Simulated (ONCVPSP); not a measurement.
# nickel (Ni), ONCV: configuration errors across variants

- Element: nickel (Ni)
- Generator: ONCVPSP 4.0.1
- Type: optimised norm-conserving Vanderbilt (ONCV)
- Functional: PBEsol
- Relativity: scalar-relativistic
- Frozen core: [Ne]
- Valence charge: 18
- Reference configuration: 3s2 3p6 3d8 (charge +2)
- Partial waves: 3s: rc 1.15 bohr, ncon 3, nbas 8, qcut 9.4 1/bohr, 3 projectors, debl 3.6 Ha; 3p: rc 0.95 bohr, ncon 4, nbas 8, qcut 17 1/bohr, 1 projector; 3d: rc 0.80 bohr, ncon 3, nbas 8, qcut 12.7 1/bohr, 2 projectors, debl 3.9 Ha
- Local potential: polynomial inside 0.70 bohr (lpopt 2, dvloc0 0 Ha)
- Core correction: Teter function, fcfact 5, rcfact 1.5

In the s channel the program set the typed energies aside and used -4.793, 0.250, 3.850 Ha.

All-electron excitation energies from the reference (eV): (1) 3s2 3p6 3d8 4s2 -26.599; (2) 3s2 3p6 3d8 4s1 -17.261; (3) 3s2 3p6 3d7 37.437; (4) 3s2 3p6 3d8 4s1.5 -22.871.

1 further variants failed, have other tests or too few solved ones, and are left out.

Errors AE − PS in meV (a dash: test not solved or not reliable):

| change | (1) | (2) | (3) | (4) | bound ghosts | GHOST(+) flags above zero |
| --- | --- | --- | --- | --- | --- | --- |
| base | +4.3 | +2.0 | -13 | +3.2 | none | none |
| p: qcut 10.7 | +4.3 | +2.0 | -13 | +3.2 | none | none |
| p: qcut 13.7 | +4.3 | +2.0 | -13 | +3.2 | none | none |
| p: qcut 15.9 | +4.3 | +2.0 | -13 | +3.2 | none | none |
| p: qcut 17.9 | +4.3 | +2.0 | -13 | +3.2 | none | none |
| p: qcut 20.5 | +4.3 | +2.0 | -14 | +3.2 | none | none |

(1) Give the same row for: p: qcut 25.4.

## Answers

(1) +4.2, +2.0, -12, +3.2; bound ghosts: none; GHOST(+) flags above zero: p.
